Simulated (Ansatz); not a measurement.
Geometry optimisation, Ansatz, RKS B3LYP/def2-SVP.

input.yaml

```yaml
crystal:
  periodic: [false, false, false]
  atoms:
    - { symbol: B, position_ang: [-0.17221, 1.75753, 0.00285] }
    - { symbol: C, position_ang: [-0.03525, 0.37501, 0.00203] }
    - { symbol: C, position_ang: [0.16939, -0.45535, 1.25127] }
    - { symbol: C, position_ang: [-0.07852, -0.47293, -1.25189] }
    - { symbol: H, position_ang: [-0.28149, 2.89953, 0.00018] }
    - { symbol: H, position_ang: [0.20049, 0.16839, 2.14155] }
    - { symbol: H, position_ang: [1.1058, -1.01102, 1.18413] }
    - { symbol: H, position_ang: [-0.64229, -1.17611, 1.36096] }
    - { symbol: H, position_ang: [-0.22641, 0.13787, -2.1389] }
    - { symbol: H, position_ang: [0.85428, -1.02724, -1.36326] }
    - { symbol: H, position_ang: [-0.89378, -1.19567, -1.18892] }
basis:
  gaussian: { orbitals: def2-SVP }
hamiltonian:
  xc: b3lyp
relax:
  f_tol: 0.015
  max_steps: 40
```

Command:

```bash
$ ansatz run input.yaml --threads 1 --pin off --max-ram 2048MiB --backend cpu --events-out ev --progress --plain --runs-dir out
```

Q: Where does it end, and by what steps?

A: The forces met the threshold. After 5 steps the energy has fallen by 0.063 eV; H7 moved furthest, 0.06 Å.

| step | energy less start (eV) | largest force component (eV/Å) | accepted |
| --- | --- | --- | --- |
| 0 | 0.0000 | 1.084 | yes |
| 1 | -0.0582 | 0.276 | yes |
| 2 | -0.0630 | 0.095 | yes |
| 3 | -0.0632 | 0.028 | yes |
| 4 | -0.0632 | 0.016 | yes |
| 5 | -0.0632 | 0.000 | yes |

```xyz
11
Properties=species:S:1:pos:R:3
B -0.167 1.735 0.003
C -0.034 0.347 0.001
C 0.171 -0.444 1.278
C -0.083 -0.463 -1.279
H -0.281 2.915 0.004
H 0.200 0.187 2.180
H 1.119 -1.012 1.240
H -0.641 -1.182 1.416
H -0.233 0.153 -2.179
H 0.855 -1.032 -1.420
H -0.905 -1.203 -1.243
```

Whether the end is a true minimum wasn't checked by a vibrational analysis.

Run time: 53 s on 1 thread of Intel(R) Xeon(R) Processor @ 2.50GHz (Skylake/Cascade Lake), with other jobs on the host, peak memory 0.18 GiB.
